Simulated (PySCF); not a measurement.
ZnFBr, SMILES [F][Zn][Br].

Geometry: B3LYP-D3(BJ)/def2-TZVP.

These are TDDFT-LC-ωPBE/def2-SVPD run with PySCF values and carry that method's errors.

Vertical excitations; the highest root listed may be one member of a degenerate set. Isolated molecule, no solvent. State labels are in the subgroup C2v.

Computed excitation energies, oscillator strengths and character:
| state | symmetry | energy (eV) | λ (nm) | f | main pairs |
|---|---|---|---|---|---|
| S1 | B2 | 6.19 | 200 | 0.026 | HOMO→LUMO (degenerate set) |
| S2 | B1 | 6.19 | 200 | 0.026 | HOMO−1→LUMO (degenerate set) |
| S3 | B1 | 7.76 | 160 | 0.043 | HOMO−4→LUMO (degenerate set) |
| S4 | B2 | 7.76 | 160 | 0.043 | HOMO−3→LUMO (degenerate set) |
| S5 | A2 | 7.84 | 158 | 0.000 | HOMO−1→LUMO+2 46 %, HOMO→LUMO+1 46 % |
| S6 | A1 | 7.84 | 158 | 0.030 | HOMO−2→LUMO 51 %, HOMO−1→LUMO+1 21 %, HOMO→LUMO+2 21 % |
| S7 | A2 | 7.85 | 158 | 0.000 | HOMO→LUMO+1, HOMO−1→LUMO+2 (degenerate set) |
| S8 | A1 | 7.85 | 158 | 0.000 | HOMO→LUMO+2, HOMO−1→LUMO+1 (degenerate set) |
| S9 | A1 | 8.78 | 141 | 0.001 | HOMO−5→LUMO 78 % |
| S10 | A1 | 9.14 | 136 | 0.946 | HOMO−2→LUMO 41 %, HOMO−1→LUMO+1 24 %, HOMO→LUMO+2 24 % |
| T1 | B2 | 5.79 | 214 | 0 | HOMO→LUMO (degenerate set) |
| T2 | B1 | 5.79 | 214 | 0 | HOMO−1→LUMO (degenerate set) |
| T3 | A1 | 6.89 | 180 | 0 | HOMO−2→LUMO 70 % |
| T4 | B2 | 7.29 | 170 | 0 | HOMO−3→LUMO 87 % |
Triplets are in the Tamm–Dancoff approximation, which puts them higher than full response would, so one can lie above its singlet here.
